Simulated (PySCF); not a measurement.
# Computed properties of CH5Si, SMILES [SiH2]C

CH5Si, SMILES C[SiH2] (connectivity only; charge and spin as stated), charge +1, multiplicity 1. Geometry optimised at B3LYP-D3(BJ)/def2-TZVP. The multiplicity is an assumed one; other spin states were not compared. The isomer is the one that the SMILES or the coordinates give; other isomers of the formula were not compared. One conformer was computed; it need not be the lowest. All values are computed for the isolated molecule unless a solvent is named; none is compared with measurement here.

**Structure.** The optimised structure has Cs symmetry. All 15 harmonic modes at B3LYP-D3(BJ)/def2-TZVP (PySCF) are real, so it is a minimum.

**Vibrations.** The strongest infrared lines (harmonic, unscaled, degenerate partners summed) lie at 979 cm⁻¹ (105 km/mol, H 91 %, Si 8 %), 840 cm⁻¹ (69 km/mol, H 73 %, C 15 %, Si 12 %), 891 cm⁻¹ (60 km/mol, H 74 %, C 20 %). The softest mode is at 49 cm⁻¹ and the zero-point energy is 32.1 kcal/mol.

**Electronic structure.** CAM-B3LYP/def2-TZVPD (PySCF) places the frontier levels at -17.66 and -8.05 eV, a gap of 9.61 eV and a mean polarisability of 32.2 bohr³. PBE/def2-TZVPD (PySCF) at the same geometry gives -14.93 and -10.10 eV, so its gap is 4.78 eV narrower. An orbital gap is neither the optical nor the fundamental gap.

**Excitations.** TDDFT-PBE0/def2-TZVPD (PySCF) has S1 at 5.36 eV (231 nm, f = 0.000, dark); the most intense of the 10 singlets computed lies at 9.66 eV (f = 0.16). T1 (TDA) is at 4.80 eV. TDDFT-PBE/def2-TZVPD (PySCF) puts S1 at 4.99 eV. No vertical singlet excitation falls in the visible range (under 3.1 eV).

**NMR.** GIAO shifts at HF/pcSseg-2 (PySCF) (non-relativistic, atoms alike by connectivity averaged): ¹³C at 9.1 ppm against TMS; ¹H from 2.4 to 7.6 ppm against TMS; ²⁹Si at 309.5 ppm against TMS.

**Solvation.** SMD-M06-2X/def2-SVP (PySCF) gives -61.9 kcal/mol in water, -62.7 kcal/mol in ethanol, -37.1 kcal/mol in benzene (1 M in both phases, gas-phase geometry); of these solvents ethanol holds the molecule best.
